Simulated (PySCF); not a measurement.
CH5ClFNSi, SMILES Cl[Si@](F)(C)N. Geometry optimised at r2SCAN-D4/def2-SVP. The structure was generated by enumeration; whether it is a known compound was not checked. The values are those of a single conformer.

Method: r2SCAN-D4/def2-SVP (PySCF 2.14.0).

Harmonic wavenumbers (cm⁻¹): 136, 145, 171, 249, 272, 274, 312, 363, 522, 699, 734, 784, 858, 874, 948, 1269, 1423, 1426, 1534, 3043, 3146, 3163, 3585, 3687. Rotational constants (GHz): 3.530, 2.297, 2.236; symmetry number 1.

### Question
Work out the zero-point energy and the ideal-gas rigid-rotor harmonic-oscillator thermochemistry at 298.15 K and 1 atm.

### Answer
ZPE = ½ Σ hcν = ½ × 29618 cm⁻¹ = 42.34 kcal/mol. H − E(el) = 47.71 kcal/mol. Entropy in cal/(mol K): translation 40.10, rotation 27.27, vibration 17.29, total 84.66. G − E(el) = 22.47 kcal/mol. Cp = 27.50 cal/(mol K). Modes under 150 cm⁻¹ make the vibrational entropy uncertain.
